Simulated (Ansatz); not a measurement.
Start from `Cl[SiH2]OC1CO1` and change one atom or group to get `[GeH3][O]C1CO1`.

Ansatz, PBE0-D4/def2-TZVP geometries, multiplicity 1. Each molecule was computed in one conformer, which needn't be the lowest.

Scalar relativity is left out up to krypton.

```
                                        property  `Cl[SiH2]OC1CO1`
            HOMO–LUMO gap (PBE0/def2-TZVPP) / eV              8.85
           HOMO–LUMO gap (B3LYP/def2-TZVPP) / eV              8.39
               HOMO energy (PBE/def2-TZVPP) / eV             -6.76
           LUMO energy (ωB97M-V/def2-TZVPP) / eV              2.19
             HOMO–LUMO gap (PBE/def2-TZVPP) / eV              6.34
size of the dipole moment (B3LYP/def2-TZVPP) / D              1.72
```

Question: Give the same properties after the change, and the shifts. (Estimate.)

Answer: Ansatz gave: 
```json
{"property": "HOMO–LUMO gap (PBE0/def2-TZVPP) / eV", "`[GeH3][O]C1CO1`": "7.94", "shift": "-0.91"}
{"property": "HOMO–LUMO gap (B3LYP/def2-TZVPP) / eV", "`[GeH3][O]C1CO1`": "7.47", "shift": "-0.92"}
{"property": "HOMO energy (PBE/def2-TZVPP) / eV", "`[GeH3][O]C1CO1`": "-6.31", "shift": "0.45"}
{"property": "LUMO energy (ωB97M-V/def2-TZVPP) / eV", "`[GeH3][O]C1CO1`": "1.93", "shift": "-0.26"}
{"property": "HOMO–LUMO gap (PBE/def2-TZVPP) / eV", "`[GeH3][O]C1CO1`": "5.59", "shift": "-0.75"}
{"property": "size of the dipole moment (B3LYP/def2-TZVPP) / D", "`[GeH3][O]C1CO1`": "3.06", "shift": "1.34"}
```

With PBE0 the HOMO rises by 0.60 eV and the LUMO falls by 0.32 eV, so the gap narrows by about 0.92 eV. PBE moves the HOMO by 0.45 eV and ωB97M-V by 0.65 eV. Dipoles are sizes alone; their direction can turn.

B3LYP here is the variant with VWN-RPA as its local correlation; programs differ in this.
